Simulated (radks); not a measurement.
Values are calculated unless marked as measured or tabulated.
Task: Species: Ce. Configuration: [Xe] 4f(up 1, down 0) 5d(up 0.5, down 0.5) 6s2 (fractional occupations, a model configuration). Level of theory: non-relativistic Kohn-Sham, r2SCAN, spin-polarised, spherical densities, point nucleus; meta-GGA in the generalised Kohn-Sham scheme; relativity is left out, which matters for an element this heavy (a radial shooting solver on a logarithmic mesh with Libxc functionals). Some entries of the table are withheld. Estimate them.

| orbital | occ. | eigenvalue (hartree) | r(max) (bohr) |
|---|---|---|---|
| 1s up | 1 | -1409.736 | 0.01735 |
| 1s down | 1 | -1409.736 | 0.01735 |
| 2s down | 1 | -219.8952 | 0.09541 |
| 2s up | 1 | -219.8950 | 0.09541 |
| 2p down | 3 | -207.8325 | 0.07449 |
| 2p up | 3 | -207.8324 | 0.07449 |
| 3s up | 1 | -47.55640 | 0.2685 |
| 3s down | 1 | -47.54158 | 0.2684 |
| 3p up | 3 | -42.33607 | 0.2555 |
| 3p down | 3 | -42.32223 | 0.2554 |
| 3d up | 5 | -32.64759 | 0.2065 |
| 3d down | 5 | -32.63716 | 0.2065 |
| 4s up | 1 | -9.69771 | 0.6211 |
| 4s down | 1 | -9.65983 | 0.6210 |
| 4p up | 3 | -7.72958 | 0.6316 |
| 4p down | 3 | -7.69110 | 0.6314 |
| 4d up | 5 | -4.28845 | 0.6514 |
| 4d down | 5 | -4.24903 | 0.6512 |
| 5s up | 1 | -1.42142 | 1.438 |
| 5s down | 1 | -1.40299 | 1.442 |
| 5p up | 3 | -0.88407 | 1.568 |
| 5p down | 3 | -0.86960 | 1.575 |
| 4f up | 1 | (1) | 0.6874 |
| 4f down | 0 | (2) | 0.6880 |
| 5d up | 0.5 | (3) | 2.070 |
| 6s up | 1 | -0.13312 | 3.978 |
| 6s down | 1 | -0.13129 | 4.012 |
| 5d down | 0.5 | (4) | 2.088 |

Result: 
(1) 4f up eigenvalue (hartree): -0.33288
(2) 4f down eigenvalue (hartree): -0.29651
(3) 5d up eigenvalue (hartree): -0.13635
(4) 5d down eigenvalue (hartree): -0.13025
